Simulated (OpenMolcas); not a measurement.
## Fe+: effect of correlating more closed shells

```yaml
Program: OpenMolcas 26.06
Basis: ANO-RCC-VDZP [5s4p2d1f]
Scalar_Hamiltonian: DKH2, point nucleus
Active_space: 7 electrons in 6 orbitals (3d 4s)
State_averaging: 2S+1 = 6 even, 6 roots; 2S+1 = 4 even, 40 roots kept (CI in the orbitals of an earlier block); 2S+1 = 2 even, 58 roots kept (CI in the orbitals of an earlier block)
Spin-orbit_coupling: RASSI with atomic mean-field integrals over the reference wave functions, term energies averaged over their components
```

Methods on the same reference wave functions:
A. CASSCF
B. MS-CASPT2, IPEA 0.25 Eh, imaginary shift 0.1 Eh (closed shells correlated: none)
C. MS-CASPT2, IPEA 0.25 Eh, imaginary shift 0.1 Eh (closed shells correlated: 3s 3p)

Energies in cm⁻¹ above 3d⁶ 4s ⁶D_9/2, the measured ground level; measured values from NIST Handbook of Basic Atomic Spectroscopic Data.

```
                Level      A      B      C  Measured
        3d⁶ 4s ⁶D_9/2    0.0    0.0    0.0       0.0
        3d⁶ 4s ⁶D_7/2    397    398    398       385
        3d⁶ 4s ⁶D_5/2    697    696    696       668
        3d⁶ 4s ⁶D_3/2    906    904    903       863
        3d⁶ 4s ⁶D_1/2   1030   1028   1026       977
     3d⁶ 4s ⁴D_7/2(1)  10325   8190   8570          
     3d⁶ 4s ⁴D_5/2(1)  10788   8660   9030          
     3d⁶ 4s ⁴D_3/2(1)  11103   8970   9350          
     3d⁶ 4s ⁴D_1/2(1)  11288   9150   9530          
       3d⁶ 4s ⁴H_13/2  24304  24160  23150     21252
       3d⁶ 4s ⁴H_11/2  24471  24320  23310     21430
        3d⁶ 4s ⁴H_9/2  24614  24460  23440     21582
        3d⁶ 4s ⁴H_7/2  24733  24580  23560     21712
        3d⁶ 4s ⁴P_5/2  26409  23740  21480          
        3d⁶ 4s ⁴P_3/2  27449  24770  22510          
        3d⁶ 4s ⁴F_9/2  27576  25650  24100          
        3d⁶ 4s ⁴F_7/2  27742  25810  24260          
        3d⁶ 4s ⁴F_5/2  27892  25960  24390          
        3d⁶ 4s ⁴F_3/2  28014  26070  24500          
        3d⁶ 4s ⁴P_1/2  28080  25410  23150          
3d⁶ 4s ⁴G_11/2 [64 %]  30033  28790  27670     25429
 3d⁶ 4s ⁴G_9/2 [68 %]  30459  29210  28040     25805
        3d⁶ 4s ⁴G_7/2  30679  29440  28220     25982
3d⁶ 4s ²H_11/2 [64 %]  30698  29380  28500     26170
```

Deviations, from unrounded energies. A percentage is the sum of absolute deviations over the sum of measured energies, with the sign that they share, or ± where signs differ.

```json
{"Against measurement": "mean absolute deviation (cm-1)", "Levels": "12", "A": "2600", "B": "2100", "C": "1400"}
{"Against measurement": "fine structure of the ground term (%)", "Levels": "4", "A": "+4.7", "B": "+4.6", "C": "+4.5"}
{"Against measurement": "other terms of the ground configuration (%)", "Levels": "8", "A": "+16.2", "B": "+13.2", "C": "+8.7"}
```

C lies closest to measurement on these levels and A furthest from it. The largest miss of C in the table is 3d⁶ 4s ²H_11/2 [64 %], by +2300 cm-1. The ranking rests on the paired levels alone, and a cruder setting can come out closer through cancelling errors.

Between B and C the level of the table that moves most is 3d⁶ 4s ⁴P_5/2, by 2300 cm-1 (lowest in C, highest in B). Moves below CASPT2's spread within the term are not significant.

From A to B the spin-free energies of the other terms of 3d⁶ 4s shown, above ⁶D, scale by factors of 0.79 to 0.99.

The lowest spin-free term lies below A's lowest term by 0.120 hartree in B, 0.353 hartree in C.

What an inner shell adds also hangs on whether the basis holds functions to correlate it.

Term energies are means over components that CASPT2 splits; among the terms shown or strongly mixed into the levels shown the widest spread is 410 cm-1 (3d⁶ 4s ²H, C). Over all roots computed the reference weight is 0.91 to 0.97 in B, 0.88 to 0.94 in C; the roots of lowest weight are the least certain, and an intruder state may touch them. Terms from blocks run as CI alone lack orbitals of their own. No level of 3d⁷ was computed, though it lies in the active space. Without dynamic correlation excited terms often stand tens of per cent too high (terms of higher spin than the ground term too low), and those without a measured partner can miss by more than the paired ones (holds for A). The CASPT2 spread within a term exceeds the gap to the next term for 3d⁶ 4s ⁴P and 3d⁶ 4s ⁴H, 3d⁶ 4s ⁴G and 3d⁶ 4s ²H, so the order of their levels is uncertain, and so are names and mixing where such terms share a J (holds for B). Computed and measured levels are paired by configuration, term and J; levels that our copy of the source lacks, or whose pairing is in doubt (as where it misses far off the trend of its configuration), stay unpaired and out of the deviations. Levels of configurations outside the active space are missing. Levels that lie high or do not pair safely by name in every column are left out.

A share in square brackets marks a mixed level and gives the weight of the term that names it, the lowest over the columns. A number in round brackets counts repeated terms of one configuration in the order of the reference energies.
